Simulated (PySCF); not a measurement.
C₅H₅F, SMILES F[C@H](C=C)C#C.

Geometry optimised at PBE0-D3(BJ)/def2-SVP. The structure was generated by enumeration; whether it is a known compound was not checked. One conformer was computed; it need not be the lowest.

Level of theory: PBE/def2-TZVP in PySCF.

Gas-phase values at a fixed geometry.

```
Quantity                                                                                                        Value
---------------------------------------------------------------------------------------------  ----------------------
total energy                                                                                       -293.03594 hartree
highest occupied level                                                                                       -6.74 eV
lowest empty level                                                                                           -1.22 eV
orbital gap                                                                                                   5.52 eV
dipole moment                                                                                                  1.53 D
quadrupole, principal values (traceless, Buckingham form, about the centre of nuclear charge)  -3.95, -1.81, 5.76 D·Å
mean static polarisability                                                                       59.0 bohr³ (8.75 Å³)
polarisability, principal values                                                               45.2, 47.8, 84.1 bohr³
```
